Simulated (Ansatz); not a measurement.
C2H10Al2Si, SMILES `C[CH]([AlH2])[AlH][SiH3]`, relaxed with RKS PBE-D4/def2-SVP in the Gaussian-basis code of Ansatz from a rough embedded geometry. The force threshold is 0.03 eV/Å; the program also tests the step.

The species carries charge 0 and has multiplicity 1.

Start:

```xyz
15

C     1.735   -0.586   -0.360
C     0.752    0.303   -0.970
Al    0.787    2.073   -0.068
Al   -1.172   -0.442   -0.880
Si   -2.024   -0.932    1.243
H     1.748   -1.635   -0.853
H     1.508   -0.799    0.734
H     2.747   -0.223   -0.437
H     0.978    0.456   -2.001
H    -0.249    3.243   -0.545
H     1.754    2.367    1.171
H    -1.970   -0.707   -2.172
H    -1.149   -1.964    1.959
H    -2.062    0.296    2.088
H    -3.383   -1.450    1.092
```

```tsv
step	energy (eV)	largest force (eV/Å)	largest move (Å)
1	-23284.0785	3.255	0.000
2	-23284.4862	1.117	0.172
3	-23284.5345	0.367	0.091
4	-23284.5429	0.137	0.048
5	-23284.5472	0.088	0.069
6	-23284.5509	0.159	0.122
7	-23284.5523	0.154	0.113
8	-23284.5552	0.076	0.041
9 (rejected)	-23284.5534	0.281	0.200
10	-23284.5590	0.040	0.098
11	-23284.5611	0.087	0.099
13	-23284.5667	0.130	0.100
15	-23284.5718	0.156	0.069
17 (rejected)	-23284.5735	0.284	0.084
19	-23284.5787	0.041	0.098
21	-23284.5814	0.083	0.088
23	-23284.5839	0.086	0.039
25	-23284.5857	0.097	0.045
27	-23284.5872	0.038	0.068
29	-23284.5881	0.068	0.065
31	-23284.5887	0.070	0.017
33	-23284.5893	0.009	0.015
35 (rejected)	-23284.5896	0.071	0.075
37 (rejected)	-23284.5897	0.063	0.086
38	-23284.5899	0.013	0.043
```

End:

```xyz
15

C     1.582   -0.509    0.083
C     0.676    0.372   -0.808
Al    0.993    2.307   -0.695
Al   -1.245   -0.029   -0.681
Si   -1.969   -1.475    1.181
H     1.409   -1.598   -0.061
H     1.406   -0.304    1.161
H     2.666   -0.335   -0.094
H     0.838    0.200   -1.906
H     0.429    3.267   -1.850
H     1.783    2.916    0.562
H    -2.261    0.596   -1.756
H    -1.268   -2.814    1.133
H    -1.587   -0.848    2.504
H    -3.452   -1.747    1.226
```

Run time 75 s (4 threads of an Arm Neoverse V1 on a shared host); peak host memory 0.19 GiB.
